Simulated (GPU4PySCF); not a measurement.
hexaazatrinaphthylene (C24H12N6), SMILES c1ccc2nc3c(nc2c1)c1nc2ccccc2nc1c1nc2ccccc2nc31.

The structure is a stationary point at PBE0-D3(BJ)/def2-SVP.

Two levels are set side by side: PBE/def2-SVP (GPU4PySCF) and ωB97X-V/def2-SVP (GPU4PySCF). Same geometry, gas phase. Differences are taken from unrounded values.

| quantity | PBE |
|---|---|
| orbital gap (eV) | 2.10 |
| highest occupied level (eV) | -5.52 |
| lowest empty level (eV) | -3.42 |
| mean polarisability (bohr³) | 380.7 |

### Question
These are the PBE values. What does ωB97X-V give? (An estimate is asked for; the answer gives what the named calculation found.)

### Answer

```csv
quantity,ωB97X-V,PBE minus ωB97X-V
orbital gap (eV),7.94,-5.85
highest occupied level (eV),-8.78,3.26
lowest empty level (eV),-0.84,-2.58
mean polarisability (bohr³),338.7,42.0
```

Without exact exchange PBE keeps part of each electron's self-repulsion, which lifts occupied levels and narrows the gap. Loosely held outer electrons make PBE densities more polarisable. Differences between two approximate levels are no errors against the true value.
